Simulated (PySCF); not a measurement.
**Deuteron quadrupole couplings in `C[C@@H]1OCO[SiH2][C@@H](C)O1`**

Species: C₅H₁₂O₃Si.
Geometry (GFN2-xTB, Å), atoms numbered from 1 in this order:
```
atom  x, y, z in Å
C1    -1.8987   -1.4677    0.3941
C2    -1.1487   -0.2000    0.8007
O3    -1.5871    0.8264   -0.0683
C4    -1.0413    2.0865    0.1440
O5     0.1214    2.3201   -0.5760
Si6    1.4572    1.3934   -0.6685
C7     0.8996   -0.4244   -0.4462
C8     1.9894   -1.4798   -0.3653
O9     0.2311   -0.3481    0.8389
H10   -2.9636   -1.3082    0.5266
H11   -1.5671   -2.2930    1.0174
H12   -1.7096   -1.6998   -0.6498
H13   -1.4104    0.0686    1.8411
H14   -1.7854    2.8080   -0.2150
H15   -0.8527    2.2477    1.2186
H16    2.3550    1.6849    0.4497
H17    1.9507    1.7292   -1.9948
H18    0.1708   -0.7193   -1.2074
H19    2.5274   -1.5116   -1.3086
H20    1.5659   -2.4615   -0.1614
H21    2.6873   -1.2344    0.4298
```

Level: PBE0/pcSseg-1 (PySCF, non-relativistic); Q(2H) = 0.00286 b; rigid geometry, the same for H and D, with no vibrational averaging.

Task: Rank these positions by the coupling χzz of a deuteron there, largest first.
A. H13 (methine hydrogen)
B. H18 (methine hydrogen)
C. H17 (Si–H hydrogen)
D. H14 (methylene hydrogen)
E. H19 (methyl hydrogen)
F. H16 (Si–H hydrogen)

Result: E (213 kHz), B (198 kHz), D (189 kHz), A (179 kHz), C (112 kHz), F (107 kHz).

Task: Tabulate Vzz, the asymmetry η and χzz = 234.96 MHz × Q × Vzz for every hydrogen position.

Result: 
```tsv
atom	bonded to	bond length (Å)	Vzz (au)	η	χzz (kHz)
H10	C1	1.085	0.3186	0.03	214
H11	C1	1.086	0.3161	0.02	212
H12	C1	1.086	0.3177	0.03	213
H13	C2	1.106	0.2658	0.03	179
H14	C4	1.097	0.2813	0.03	189
H15	C4	1.103	0.2709	0.05	182
H16	Si6	1.463	0.1597	0.03	107
H17	Si6	1.454	0.1670	0.01	112
H18	C7	1.094	0.2943	0.11	198
H19	C8	1.086	0.3167	0.03	213
H20	C8	1.088	0.3134	0.02	211
H21	C8	1.086	0.3157	0.03	212
```

Task: Average by the element that carries the hydrogen.

Result: on C: 202 kHz over 10 positions, mean bond length 1.092 Å; on Si: 110 kHz over 2 positions, mean bond length 1.459 Å.

Task: How does χzz go with the bond length over the 10 C–H bonds?

Result: A straight-line fit has a slope of -18.1 kHz for each 0.01 Å, with a correlation coefficient of -0.99, over lengths from 1.085 to 1.106 Å. The longer bonds have the smaller couplings here.

Task: Give the 2H NMR doublet splittings at H10 for a magnetic field along the z, y and x axes of the gradient: 3χ/2, 3χ(1 + η)/4, 3χ(1 − η)/4.

Result: With |χ| = 214.1 kHz and η = 0.027: 321, 165 and 156 kHz, to first order and without motion.

The structure is a single GFN2-xTB conformer in the gas phase; no vibrational or solvent corrections. GFN2-xTB bond lengths can be off by several hundredths of an ångström, more for odd bonds, and the gradients follow them. A larger basis could move these couplings by a tenth or more.
